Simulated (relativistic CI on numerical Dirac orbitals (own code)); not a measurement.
**d8 in a ligand field**

Computed with a parametric ligand-field model of a d^n configuration (Racah B and C, spin-orbit zeta, crystal field), exact diagonalisation.

Field parameters in Wybourne normalisation: Oh B⁴₀ = 21Dq, B⁴₄ = √(5/14) B⁴₀; Td as Oh with Dq negative (B⁴₀ = 21Dq, B⁴₄ = √(5/14) B⁴₀). The field is a parameter set, without covalency.

Q: A d8 ion in Oh symmetry has the ground term 3A2 and bands at 1E 13759 cm⁻¹ (727 nm), 1A1 25466 cm⁻¹ (393 nm), 3T2 34850 cm⁻¹ (287 nm), 3T1 43345 cm⁻¹ (231 nm), 1T2 48511 cm⁻¹ (206 nm), 3T1 72755 cm⁻¹ (137 nm). Which parameters reproduce them?

A: B = 770, C = 3850, ζ = 0 cm⁻¹, Oh, 10Dq = 34850 cm⁻¹.

Q: Ground term and bands for B = 750, C = 2650, ζ = 0 cm⁻¹, Oh, 10Dq = 7650 cm⁻¹?

A: Ground term 3A2 with 2.00 electrons in the two orbitals of the cubic e set. Spin-allowed: 3T2 7650 cm⁻¹ (1307 nm), 3T1 12578 cm⁻¹ (795 nm), 3T1 21622 cm⁻¹ (462 nm). Lowest spin-forbidden: 1E 10890 cm⁻¹ (918 nm), 1T2 18211 cm⁻¹ (549 nm), 1A1 18257 cm⁻¹ (548 nm). With an A2 ground term the first spin-allowed band lies at |10Dq| itself.

Q: Ground term and bands for B = 360, C = 1290, ζ = 0 cm⁻¹, Oh, 10Dq = 36850 cm⁻¹?

A: Ground term 3A2 with 2.00 electrons in the two orbitals of the cubic e set. Spin-allowed: 3T2 36850 cm⁻¹ (271 nm), 3T1 41032 cm⁻¹ (244 nm), 3T1 74918 cm⁻¹ (133 nm). Lowest spin-forbidden: 1E 5439 cm⁻¹ (1839 nm), 1A1 10601 cm⁻¹ (943 nm), 1T2 42268 cm⁻¹ (237 nm). With an A2 ground term the first spin-allowed band lies at |10Dq| itself.

Q: Ground term and bands for B = 660, C = 3030, ζ = 0 cm⁻¹, Td, 10Dq = -3450 cm⁻¹?

A: Ground term 3T1 with 3.88 electrons in the two orbitals of the cubic e set. Spin-allowed: 3T2 2917 cm⁻¹, 3A2 6367 cm⁻¹ (1571 nm), 3T1 12284 cm⁻¹ (814 nm). Lowest spin-forbidden: 1T2 10184 cm⁻¹ (982 nm), 1E 10719 cm⁻¹ (933 nm), 1T2 15540 cm⁻¹ (643 nm).

Q: A d8 ion in Td symmetry has the ground term 3T1 and bands at 3T2 8823 cm⁻¹ (1133 nm), 1T2 16923 cm⁻¹ (591 nm), 1E 17495 cm⁻¹ (572 nm), 3A2 18923 cm⁻¹ (528 nm), 3T1 22697 cm⁻¹ (441 nm), 1T2 28394 cm⁻¹ (352 nm). Which parameters reproduce them?

A: B = 1010, C = 5150, ζ = 0 cm⁻¹, Td, 10Dq = -10100 cm⁻¹.
